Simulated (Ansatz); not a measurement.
The first iterations of a band of FGeH3 + H2O + H3N (12 atoms, charge 0, multiplicity 1).

Method: RKS BHLYP/def2-SVP (Ansatz).

| Quantity | Value |
| --- | --- |
| movable images | 5 |
| climbing image | yes |
| spring | 5.0 eV/Å² |
| optimiser | quadratic models (default) |
| start path | through a guess of the saddle point |
| force threshold | 0.05 eV/Å |
| iteration limit | 60 |
| end points | relaxed |

First end point:

```xyz
12
Properties=species:S:1:pos:R:3
Ge -1.868 -0.515 -0.811
F -0.549 0.614 -1.052
H -1.272 -1.903 -0.645
H -2.692 -0.019 0.368
H -2.665 -0.401 -2.115
H 0.628 -0.043 0.984
O -0.059 -0.446 1.520
H 1.494 0.772 -0.700
N 2.390 0.688 -0.240
H -0.366 0.262 2.083
H 2.408 1.264 0.588
H 2.552 -0.273 0.021
```

Last end point:

```xyz
12
Properties=species:S:1:pos:R:3
Ge -1.253 -0.798 -0.192
F 1.177 2.142 -0.611
H -0.513 -1.340 -1.405
H -1.083 -1.573 1.106
H -2.765 -0.784 -0.529
H 1.611 -0.468 1.441
O -0.965 0.979 0.023
H 0.341 1.767 -0.376
N 1.443 -0.530 0.445
H -1.777 1.478 -0.031
H 2.072 -1.235 0.083
H 1.712 0.362 0.045
```

| iteration | highest image above the first end (eV) | largest band force component (eV/Å) |
| --- | --- | --- |
| 1 | 61.017 | 214.265 |
| 2 | 11.243 | 30.883 |
| 3 | 6.188 | 20.902 |
| 4 | 2.852 | 6.968 |
| 5 | 1.435 | 3.254 |
| 6 | 0.760 | 3.136 |
| 7 | 0.816 | 2.639 |
| 8 | 0.997 | 3.299 |
| 9 | 0.868 | 2.194 |
| 10 | 0.946 | 0.906 |
| 11 | 1.350 | 1.545 |
| 12 | 1.533 | 0.880 |
| 13 | 1.478 | 1.367 |
| 14 | 1.239 | 1.723 |
| 15 | 0.997 | 2.090 |
| 16 | 0.831 | 1.705 |
| 17 | 0.680 | 1.093 |
| 18 | 0.440 | 1.219 |
| 19 | 0.283 | 1.278 |
| 20 | 0.192 | 1.845 |

Question: Does the band converge within its limit, and where does its top end?

Answer: It did not converge within its limit. It ended after 60 iterations with the highest image 0.238 eV above the first end. The band didn't meet its force threshold, so its energies are provisional: the largest band force was still 0.24 eV/Å, and over the last iterations the top stayed at 0.24 eV. Neighbouring images lie up to 2.8 Å apart, so the band is torn or far too coarse. Inner images lie below an end point, which means an intermediate or an end that isn't the lowest structure nearby. The orbitals stay closed-shell, which can raise the energy where a bond breaks towards radicals; this wasn't checked here.

Time of the run: 28 min on 2 threads of Arm Neoverse N1 (shared host), peak memory 0.3 GiB.
